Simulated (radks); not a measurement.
The numbers below are computed, except where a source is named.
Valence configurations of neutral dysprosium (all share [Xe]). Level of theory: Dirac Kohn-Sham, BLYP, spin-unpolarised, spherical densities, finite nucleus; open shells fill j = l - 1/2 first; Fermi nuclear charge, rms radius 5.2218 fm (a radial shooting solver on a logarithmic mesh with Libxc functionals). Order these by energy: 4f8 6s2 6p2; 4f9 6s2 6p1; 4f8 5d2 6s2; 4f10 6s2; 4f9.5 6s2 6p0.5; 4f10 6s1.5 6p0.5; 4f10 5d2; 4f10 6p2; 4f10 6s1 6p1.

Answer. From the lowest, in eV above it: 4f10 6s2 0.000; 4f10 6s1.5 6p0.5 1.249; 4f9.5 6s2 6p0.5 1.520; 4f10 6s1 6p1 2.549; 4f9 6s2 6p1 5.053; 4f10 5d2 5.206; 4f10 6p2 5.286; 4f8 5d2 6s2 12.213; 4f8 6s2 6p2 18.957. NIST lists [Xe] 4f10 6s2 as the ground configuration; this level of theory agrees among the configurations tried. The energies are those of spherical spin-averaged densities, not of single terms. No valid solution was reached for [Xe] 4f11 6s1.
